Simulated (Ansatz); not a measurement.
```yaml
crystal:
  periodic: [false, false, false]
  atoms:
    - {symbol: Ge, position_ang: [1.822271, 0.466926, -0.203632]}
    - {symbol: F, position_ang: [3.185139, -0.512858, -0.666638]}
    - {symbol: F, position_ang: [2.572965, 2.020744, 0.031204]}
    - {symbol: N, position_ang: [0.585718, 0.537538, -1.527999]}
    - {symbol: Ge, position_ang: [-1.179398, 0.125917, -1.474186]}
    - {symbol: F, position_ang: [-1.577571, -1.078587, -2.667053]}
    - {symbol: F, position_ang: [-2.152866, 1.471307, -1.998435]}
    - {symbol: N, position_ang: [-1.661136, -0.413854, 0.188523]}
    - {symbol: Ge, position_ang: [-0.642802, -0.592719, 1.678135]}
    - {symbol: F, position_ang: [-0.745324, -2.206237, 2.324640]}
    - {symbol: F, position_ang: [-1.292369, 0.350984, 2.989759]}
    - {symbol: N, position_ang: [1.080812, -0.148123, 1.332559]}
    - {symbol: H, position_ang: [0.931004, 0.871860, -2.433595]}
    - {symbol: H, position_ang: [-2.655127, -0.635243, 0.307158]}
    - {symbol: H, position_ang: [1.728684, -0.257665, 2.119550]}
basis:
  gaussian: {orbitals: def2-TZVP}
total_charge: -1
magnetization: {spin_polarized: true, initial_magnetization: 1}
hamiltonian: {xc: pbe0, dispersion: d4}
scf: {omitted_lower_state_checks: [starts]}
output: {orbitals: {seedname: orbitals}}
```

```sh
$ ansatz run in.yaml --threads 4 --pin off --events-out ev --progress --plain --max-ram 6963MiB
```

**Question.** Does this run fit into the memory that it is given?

**Answer.** No. It has 441 basis functions, and Ansatz plans for 8 GiB where 7 GiB are given.
